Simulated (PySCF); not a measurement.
**Adding and removing an electron: CsLi**

PBE; Cs def2-TZVP with ECP46, Li def2-TZVP; scalar-relativistic core potentials (PySCF 2.14). Neutral (UKS): singlet (closed shell), Re = 3.739 Å, ωe = 172 cm⁻¹, De = 0.66 eV, HOMO -2.63 eV, LUMO -1.60 eV.

CsLi⁺ (UKS): doublet (σ ↑), Re = 4.316 Å, ωe = 112 cm⁻¹, De = 0.37 eV to Cs⁺ + Li. The energies at the minima are -27.63324 hartree for CsLi and -27.47659 for CsLi⁺.

Task: Work out the adiabatic ionisation energy, without and with harmonic zero-point energies (1 hartree = 27.2114 eV, 1 eV = 8065.5 cm⁻¹), and the change of the bond length.

Result: At PBE: 0.15665 hartree = 4.263 eV between the minima; the zero-point term (112.0 − 172.0)/2 cm⁻¹ = -0.004 eV makes it 4.259 eV. Re changes by +57.7 pm against the neutral. Minus the HOMO energy is 2.63 eV, -1.63 eV from the value between the minima; self-interaction puts the Kohn–Sham level too high, less so with exact exchange. The electron leaves a σ orbital, and the ion is left as a loose complex of an ion and an atom.

Closed-shell solutions of metal pairs were not tested for spin polarisation, which can lower them a little. Weak bonds: CsLi⁺. Basis-set superposition, not corrected here, can be much of De in a small basis, most of all at correlated wavefunction levels. Spin–orbit coupling is left out. For an ion De counts to the pair picked by the measured ionisation energies or electron affinities, which need not be the lowest pair at this level. States were picked by a PBE0 search and need not be the measured ground states.
